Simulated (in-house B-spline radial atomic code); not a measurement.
Re²⁺. Computed with a B-spline radial atomic code. Model: non-relativistic spherical atom: semilocal Troullier-Martins pseudo-atom, one channel per l, against all electrons, high spin, G0W0 and RPA with empty states to l = 8, local potential for every l without a channel, a model core (radius 0 = none) keeps its share of the functional.

The core holds an angular momentum without a channel of its own, so the local potential lets valence electrons into it.

Without relativity these are model numbers for so heavy an element.

What the tables leave out is listed at the end.

The pseudopotential gives back the lowest level of each angular momentum of its own functional in the configuration it was made in; a second state of the same l is only approximately right. Exact exchange, RPA and GW see the smooth pseudo-orbitals and miss the exchange with the core, for which the functional's share stands in. The column with an uncorrelated core keeps all orbitals and exact exchange, and so separates missing core correlation from pseudisation. Only the three outermost levels and the lowest empty one were computed. RPA here is direct RPA, with no exchange kernel, and its energies carry an (l + 1/2)⁻⁴ tail. A hybrid on a potential with a model core restores only its own semilocal share of the core's exchange.

Command:
```bash
python run_psgw.py task.json out
```
Settings (lengths in bohr, energies in hartree):
```
Z                      75
electrons              73
configuration          [Xe] 4f14 5d5
generated_in           [Xe] 4f14 5d5 6s2
functional             pbe,pbe
core_shells            11
radius_factor          0.9
core_correction        True
```

Run time, properties included: 52 s on 1 thread of Arm Neoverse N1 (shared host).

Given: made with PBE; model core radius 0.928 bohr; local radius 1.235 bohr; mean-field start PBE0.

Valence shells of the generating configuration: 5p, 5d, 6s.

Channel: s 2.56, p 1.001, d 1.249 (radii in bohr).

Computed: largest level miss in the spin-unpolarised generating configuration 0 eV; valence RPA correlation energy all-electron orbitals -0.47332 hartree; valence RPA correlation energy pseudo -0.69322 hartree; all-electron RPA polarisability, core included 8.0611 bohr³.

| level | occupied | mean-field all-electron (eV) | mean-field pseudo minus all (eV) | G0W0 all-electron (eV) | G0W0 uncorrelated core minus all (eV) | G0W0 pseudo minus all (eV) | exchange self-energy all-electron (eV) | exchange self-energy pseudo (eV) |
| --- | --- | --- | --- | --- | --- | --- | --- | --- |
| 5d up | 1 | -25.016 | 0.255 | -29.444 | 0.106 | 0.834 | -29.351 | -23.397 |
| 5p down | 1 | -60.018 | 1.577 | -64.945 | -0.14 | 2.922 | -38.271 | -23.694 |

Task: What is the pseudo-atom RPA polarisability?

Result: 8.5643 bohr³.

Among the listed levels the largest G0W0 shift of the pseudo-atom is +2.92 eV, for 5p down on the PBE0 start, while leaving the core uncorrelated moves that level by -0.14 eV. So pseudisation and the lost core exchange, not the missing core correlation, make the error. Not in the tables (levels of low weight, unsolved or above zero; the highest and the empty levels are kept at any weight): on PBE, a start not tabulated, the G0W0 levels 5d up (pseudo minus all +0.58 eV, weights 0.43 and 0.19), 5p down (pseudo minus all +2.69 eV, weights 0.52 and 0.84), 5p up (pseudo minus all +2.74 eV, weights 0.03 and 0.05), 5d down (pseudo minus all -0.07 eV, weights 0.61 and 0.76); on PBE0 the G0W0 levels 5p up (pseudo minus all +4.03 eV, weights 0.41 and 0.06); no Hartree-Fock pseudo-atom is run with a model core.
